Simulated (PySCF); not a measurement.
## Working out the ionisation energy of Si⁺

Si⁺ [Ne] 3s2 3p1 (2P) → Si²⁺ [Ne] 3s2 (1S). All numbers are calculated (PySCF 2.14, the spin-free X2C one-electron Hamiltonian (Gaussian nucleus), in ANO-RCC-VTZP). Frozen: [Ne]. Energies in hartree (1 hartree = 27.21139 eV):

```csv
part,Si⁺ (lower),Si²⁺ (upper)
UHF,-289.180235,-288.598324
CCSD correlation,-0.058850,-0.044934
(T),-0.001091,0.000000
```

Question: What does Hartree-Fock give?

Answer: (-288.598324) − (-289.180235) = 0.581911 hartree = 15.835 eV.

Question: What do CCSD and CCSD(T) give?

Answer: The CCSD correlation energies differ by 0.013916 hartree = 0.379 eV and the triples by 0.001091 hartree = 0.030 eV, so CCSD gives 16.214 eV and CCSD(T) 16.244 eV.

Measured between the centres of the two terms (NIST): 16.322 eV, so CCSD(T) (valence) is off by -0.078 eV.

What remains against the reference includes basis incompleteness, the frozen core and higher excitations.
